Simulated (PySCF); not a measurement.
A GIAO shielding run with PySCF 2.14 (density fitting, non-relativistic, gas phase) on SMILES FC(F)=C(F)C[SiH2]C(F)F, C4H5F5Si:

```
$ OMP_NUM_THREADS=1 python probes_run.py task.json out

{"job": {"kind": "nmr", "xc": "PBE0", "basis": "pcSseg-1"}, "charge": 0, "multiplicity": 1}
F     -2.545472    -0.912936     1.469064
C     -2.730205    -0.403189     0.253320
F     -3.943236    -0.688015    -0.200167
C     -1.794867     0.291155    -0.381894
F     -2.073899     0.761556    -1.616037
C     -0.424496     0.574519     0.102267
Si     0.864458    -0.376396    -0.954949
C      2.586854     0.136479    -0.224260
F      2.627641    -0.122857     1.113267
F      3.566583    -0.621668    -0.787180
H     -0.245638     1.648923     0.020446
H     -0.349252     0.298192     1.152996
H      0.717739    -1.817551    -0.771780
H      0.851312     0.053767    -2.351161
H      2.888063     1.186011    -0.351501
```

Hardware: 1 thread of an Arm Neoverse N1, shared host. The job also computes population analyses, field gradients.

Q: How large is the calculation?

A: 88 electrons, 202 basis functions and 1072 auxiliary functions.

Q: How long does it take, and how much memory does it need?

A: 77 s of wall time, with 14 SCF cycles and 5 response iterations; peak memory 1 GiB. Times on a shared host scatter by some tens of per cent.
